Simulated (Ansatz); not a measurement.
Species: sum formula Si4H9Cl, charge 0, multiplicity 1. 
Geometry from a B3LYP-D3(BJ)/def2-TZVP (Ansatz, a first-principles code) optimisation:
```xyz
14

Si    -2.2998     0.6329    -1.0620
Si    -1.2449    -1.3807    -0.4903
Si     0.0847    -1.0368     1.4106
Si     1.3501     0.8995     1.0505
Cl     2.1503     0.7802    -0.8671
H     -3.1613     0.4704    -2.2578
H     -3.1390     1.0919     0.0722
H     -1.2757     1.6671    -1.3396
H     -0.3803    -1.8353    -1.6065
H     -2.2583    -2.4328    -0.2202
H     -0.7682    -0.8261     2.6093
H      0.9903    -2.1843     1.6681
H      2.4778     1.0693     1.9934
H      0.4975     2.1084     1.0974
```

Total electronic energies in hartree. Correlated levels leave the core frozen unless marked. Spin-orbit coupling is left out. No relativistic terms. CBS marks a two-point X^-3 extrapolation of the correlation energy; Hartree-Fock from the larger set. The bracket is a focal-point correction in the basis named.

```csv
level,program,energy (Eh)
HF/6-31G*,Ansatz,-1620.42350
HF/cc-pV(D+d)Z,Ansatz,-1620.53547
RI-HF/cc-pV(T+d)Z,Ansatz,-1620.59927
RI-HF/cc-pV(Q+d)Z,Ansatz,-1620.61591
PBE-D4/def2-TZVPD,Ansatz + dftd4,-1622.88275
BHLYP-D3(BJ)/def2-TZVPD,Ansatz + dftd3,-1623.69599
BHLYP/def2-TZVPD,Ansatz,-1623.66982
r2SCAN0-D4/def2-TZVPD,Ansatz + dftd4,-1623.52274
B2PLYP-D4/def2-TZVPD,Ansatz + dftd4,-1623.04921
SCS-MP2/aug-cc-pV(T+d)Z,Ansatz,-1621.33590
CCSD/6-31G,Ansatz,-1620.55320
CCSD(T)/cc-pV(D+d)Z,Ansatz,-1621.19263
CCSD(T)/cc-pwCVTZ,Ansatz,-1621.42595
"RI-MP2/CBS(cc-pV(T+d)Z,cc-pV(Q+d)Z)+[CCSD(T)-MP2]/cc-pV(Q+d)Z",Ansatz,-1621.5281
"CCSD(T)/CBS(cc-pV(T+d)Z,cc-pV(Q+d)Z)",Ansatz,-1621.5257
```

Totals of different functionals don't rank their quality; only differences between species are comparable.
